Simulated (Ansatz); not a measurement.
Potential energy curve for Ge(H)3(tBu), SMILES C[C](C)(C)[GeH3]. The C2–C14 bond (C2 also carries C, C, Ge; C14 carries H, H, H) is varied alone, starting from the PBE0/def2-SVP optimised geometry.

- UKS-PBE0 = Ansatz (an electronic-structure program) with unrestricted PBE0/def2-SVP
- RKS-PBE0 = restricted PBE0/def2-SVP (Ansatz)
- UKS-B3LYP = Ansatz with unrestricted B3LYP/def2-SVP
- RKS-B3LYP = restricted B3LYP/def2-SVP in Ansatz
- UKS-PBE = unrestricted PBE/def2-SVP in Ansatz
- RKS-PBE = restricted PBE/def2-SVP run with Ansatz

Scanned distances (Å): 1.25, 1.34, 1.42, 1.48, 1.53, 1.57, 1.63, 1.75, 1.83, 2.04, 2.22, 2.51, 2.84, 3.19, 3.77, 4.47.

**Question.** Where does the unrestricted solution first break spin symmetry (<S²> of 0.01 or more)?

**Answer.** UKS-PBE0: between 2.22 and 2.51 Å; UKS-B3LYP: between 2.51 and 2.84 Å; UKS-PBE: between 2.51 and 2.84 Å.

```
R / Å  <S²> UKS-PBE0  E(RKS-PBE0) − E(UKS-PBE0) / kcal/mol  <S²> UKS-B3LYP  E(RKS-B3LYP) − E(UKS-B3LYP) / kcal/mol  <S²> UKS-PBE  E(RKS-PBE) − E(UKS-PBE) / kcal/mol
-----  -------------  ------------------------------------  --------------  --------------------------------------  ------------  ----------------------------------
1.25            0.00                                   0.0            0.00                                     0.0          0.00                                 0.0
1.34            0.00                                   0.0            0.00                                     0.0          0.00                                 0.0
1.42            0.00                                   0.0            0.00                                     0.0          0.00                                 0.0
1.48            0.00                                   0.0            0.00                                     0.0          0.00                                 0.0
1.53            0.00                                   0.0            0.00                                     0.0          0.00                                 0.0
1.57            0.00                                   0.0            0.00                                     0.0          0.00                                 0.0
1.63            0.00                                   0.0            0.00                                     0.0          0.00                                 0.0
1.75            0.00                                   0.0            0.00                                     0.0          0.00                                 0.0
1.83            0.00                                   0.0            0.00                                     0.0          0.00                                 0.0
2.04            0.00                                   0.0            0.00                                     0.0          0.00                                 0.0
2.22            0.00                                   0.0            0.00                                     0.0          0.00                                 0.0
2.51            0.04                                   0.0            0.00                                     0.0          0.00                                 0.0
2.84            0.63                                   6.6            0.54                                     4.1          0.20                                 0.3
3.19            0.87                                  17.6            0.82                                    13.1          0.69                                 5.2
3.77            0.98                                  32.8            0.97                                    26.5          0.93                                14.8
4.47            1.00                                  44.0            1.00                                    36.9          0.99                                22.3
```
